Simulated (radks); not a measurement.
The numbers below are computed, except where a source is named.
Species: In III. Configuration: [Kr] 4d8 5s1 5p2 (not the ground configuration).

Code: a radial shooting solver on a logarithmic mesh with Libxc functionals. Model: Dirac Kohn-Sham, PBE, spin-unpolarised, spherical densities, point nucleus; open shells fill j = l - 1/2 first.

Energy parts (hartree):
part                        energy
total                  -5880.58752
kinetic                 6179.76350
electron-nucleus      -14217.16756
Hartree                 2315.46327
exchange-correlation    -158.64674

Orbitals (lengths in bohr, moments of r in powers of bohr; <r^-3> diverges for s and p1/2; r(max) is where P^2 peaks):
orbital  occ.  eigenvalue (hartree)   r(max)  <r^-3>  small-component weight
1s1/2       2             -1020.543  0.01921       -                3.23e-02
2s1/2       2             -153.8353   0.1087       -                6.82e-03
2p1/2       2             -143.5382  0.08384       -                6.84e-03
2p3/2       4             -135.7893  0.08827    4019                6.54e-03
3s1/2       2             -30.19628   0.3157       -                1.96e-03
3p1/2       2             -26.04331   0.3020       -                1.90e-03
3p3/2       4             -24.64273   0.3122   739.8                1.82e-03
3d3/2       4             -17.30328   0.2565   115.4                1.70e-03
3d5/2       6             -17.01622   0.2594   108.1                1.68e-03
4s1/2       2              -5.57147   0.7677       -                5.26e-04
4p1/2       2              -4.20092   0.7955       -                4.69e-04
4p3/2       4              -3.94858   0.8195   133.5                4.46e-04
4d3/2       4              -1.79456   0.9062   14.74                3.15e-04
4d5/2       4              -1.75873   0.9151   13.69                3.09e-04
5s1/2       1              -1.05277    1.935       -                9.32e-05
5p1/2       2              -0.75229    2.213       -                6.92e-05
5p3/2       0              -0.72386    2.283   15.07                6.56e-05
5d3/2       0              -0.35805    3.297   1.088                3.27e-05
6s1/2       0              -0.35748    4.584       -                2.55e-05
5d5/2       0              -0.35541    3.325   1.023                3.24e-05

The highest occupied level is 5p1/2 at -20.471 eV. Summed over all electrons, <r^2> = 40.77 bohr^2, which gives a Langevin (diamagnetic) susceptibility term of -32.3 x 10^-6 cm^3/mol.
